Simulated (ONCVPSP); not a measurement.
Transferability test, ONCV potential for Be

| Item | Value |
| --- | --- |
| Element | Be (Z = 4) |
| Generator | ONCVPSP 4.0.1 |
| Type | optimised norm-conserving Vanderbilt (ONCV) |
| Functional | revPBE |
| Relativity | scalar-relativistic |
| Frozen core | none |
| Valence charge | 4 |
| Reference configuration | 1s2 2s1.5 2p0.5 |
| Partial waves | 1s+2s: rc 0.85 bohr, ncon 4, nbas 7, qcut 16.5 1/bohr, 2 projectors; 2p: rc 4.00 bohr, ncon 3, nbas 8, qcut 2.7 1/bohr, 3 projectors, debl 2.8 Ha; d scattering state at 0.17 Ha: rc 4.20 bohr, ncon 3, nbas 6, qcut 2.1 1/bohr, 1 projector |
| Local potential | polynomial inside 0.65 bohr (lpopt 5, dvloc0 0 Ha) |
| Core correction | none |

Energies are relative to the spin-unpolarised reference configuration 1s2 2s1.5 2p0.5; without spin polarisation the order of configurations can differ from experiment.

```
valence configuration  charge  ΔE all-electron (eV)  error AE − PS (meV)
          1s2 2s1 2p0      +1                 7.740                  +63
          1s2 2s0 2p0      +2                25.713                 +168
        1s2 2s1.5 2p0    +0.5                 1.947                  +22
```

(1) What are ΔE and the potential's error for 1s2 2s2 2p0?

Note: no bound ghost flagged; GHOST(+) flagged for d at 6.0 eV, p at 151.6 eV.

## Answers

(1) ΔE = -1.818 eV all-electron; the error (AE − PS) is -9.3 meV.
